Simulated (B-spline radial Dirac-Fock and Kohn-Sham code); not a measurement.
## Total and shell-resolved photoionisation of Ar⁴⁺

System: Ar⁴⁺ in the configuration [Ne] 3s2 3p2.

Calculated with an atomic code on a B-spline grid, using a relativistic central-field model (Hartree-Slater potential of the initial state, Latter tail, multipole expansion of the photon field, Dirac-Fock thresholds).

Computed thresholds (eV): K 3283.1, L1 400.0, L2 323.0, L3 320.9, M1 88.77, M2 72.99, M3 72.72.

| photon energy (eV) | total (b) | K (%) | L (%) | M (%) |
| --- | --- | --- | --- | --- |
| 88.5 | 657000 | – | – | 100.0 |
| 180 | 498000 | – | – | 100.0 |
| 400 | 1.681e+06 | – | 93.9 | 6.1 |
| 1000 | 214300 | – | 93.3 | 6.7 |
| 1730 | 50750 | – | 92.1 | 7.9 |
| 2390 | 21200 | – | 91.5 | 8.5 |
| 5414.7 | 23070 | 90.5 | 8.5 | 1.0 |
| 15000 | 1292 | 91.2 | 7.8 | 1.0 |
| 15700 | 1129 | 91.2 | 7.8 | 1.0 |
| 16800 | 924.0 | 91.3 | 7.7 | 1.0 |
| 18600 | 682.3 | 91.3 | 7.7 | 1.0 |
| 24500 | 297.8 | 91.3 | 7.7 | 1.0 |
| 80000 | 7.517 | 91.3 | 7.6 | 1.1 |
| 100000 | 3.708 | 91.3 | 7.6 | 1.1 |
| 150000 | 1.029 | 91.3 | 7.6 | 1.1 |

Q: With what power of the photon energy does the total fall between 100000 and 150000 eV?

A: As E^-3.16. The non-relativistic Born limit for an s electron far above threshold is E^-3.5; near threshold and at relativistic energies the fall is slower.
